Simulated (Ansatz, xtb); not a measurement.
## Ligand exchange: SiH2(SiH3)Br + CH2F2O → SiH2(OH)(SiH3) + CHBrF2

Gas-phase species: SiH2(SiH3)Br, singlet; CH2F2O `OC(F)F`, singlet; SiH2(OH)(SiH3) (disilanol), singlet; CHBrF2 (bromodifluoromethane) `FC(F)Br`, singlet. The partners trade Br for OH: Si–Br and C–OH bonds give way to Si–OH and C–Br.

Shapes, held fixed at every level: PBE0-D4/def2-TZVP. Flexible molecules stand in one conformer, not always the lowest. Programs: Ansatz 0.2.0, xtb 6.7.1. The zero-point and thermal change to 298 K, harmonic and unscaled (PBE0-D4/def2-TZVP), is -4.3 kJ/mol.

```
                level                    kind  ΔH(298 K) (kJ/mol)  less CCSD(T)/def2-TZVPP
             GFN2-xTB          semi-empirical               +64.5                     +9.7
  BHLYP-D4/def2-TZVPP           global hybrid               +60.5                     +5.7
r2SCAN0-D4/def2-TZVPP           global hybrid               +61.4                     +6.6
   wB97X-V/def2-TZVPP  range-separated hybrid               +57.8                     +3.0
    B2PLYP/def2-TZVPP           double hybrid               +50.9                     -3.9
         MP2/def2-SVP     perturbation theory               +87.9                    +33.1
     CCSD(T)/def2-SVP   coupled cluster or CI               +87.9                    +33.1
      CCSD/def2-TZVPP   coupled cluster or CI               +56.8                     +2.0
   CCSD(T)/def2-TZVPP   coupled cluster or CI               +54.8                      0.0
```

The highest level, CCSD(T)/def2-TZVPP, gives ΔH(298 K) = +54.8 kJ/mol; the levels span +50.9 to +87.9. The column of differences is taken from that level and isn't an error. No measured value is set beside it here. Relativity is left out for Br. Outer-core shells of Br are correlated, in sets that cover them unevenly.
